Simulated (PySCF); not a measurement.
Predicted spectroscopic data

Theoretical values (PySCF): geometry from GFN2-xTB, GIAO PBE0/pcSseg-1 shieldings. Relativity neglected, one computed conformer, equivalent nuclei averaged, isolated molecule.

δ = σ(ref) − σ, references computed at the same level: ¹H (σ = 31.72 ppm) and ¹³C (σ = 186.93 ppm) against TMS. Splittings of carbon signals by F and P are missing where no couplings were computed. Where no couplings were computed, multiplicities follow the n + 1 count of equivalent neighbours, and m marks all less simple cases (inequivalent or close neighbours, rings, F or P nearby). Acid and N–H amide carbonyl carbons lie up to 10 ppm further downfield in solution (hydrogen bonding). Shifts are as computed. Against solution values, carbons near 30 ppm lie about +3 ppm off and those near 130 ppm about +5 ppm; carbons on Cl a further +6 ppm. Of 1211 compounds with measured shifts, 218 miss one by over three times the rms of a fit or turn the order of signals round; such compounds aren't used in these exercises. Carbons bonded to Cl come out too deshielded. OH and NH positions are gas-phase values without hydrogen bonding to other molecules.

Compound 1 (C$_{7}$H$_{5}$Cl$_{3}$O$_{2}$). ¹H NMR (500 MHz, computed): δ 7.11 (br s, 1H), 6.66 (br s, 1H), 6.44 (br s, 1H), 4.40 (s, 2H). ¹³C{¹H} NMR (computed): δ 158.2, 145.3, 136.9, 101.0, 93.0, 89.6, 60.6. Structure: SMILES C=C(C#CC(=O)O)C(Cl)(Cl)CCl.

Compound 2 (C$_{8}$H$_{9}$FN$_{2}$). ¹H NMR (500 MHz, computed): δ 7.02 (m, 1H), 2.92 (s, 3H), 2.41 (m, 1H), 1.58 (m, 2H), 1.21 (m, 2H). ¹³C{¹H} NMR (computed): δ 171.1 (C), 160.6 (C), 159.7 (C), 115.2 (CH), 24.7 (CH3), 15.9 (CH2), 11.7 (CH). Structure: `Cc1cc(F)c(C2CC2)nn1`.

Compound 3 (C$_{6}$H$_{8}$N$_{2}$O). ¹H NMR (500 MHz, computed): δ 9.05 (s, 1H), 6.76 (s, 1H), 4.37 (s, 3H), 2.38 (s, 3H). ¹³C{¹H} NMR (computed): δ 171.2, 152.0, 143.7, 118.9, 56.8, 20.8. Structure: `N1=CC(C)=CC(OC)=N1`.
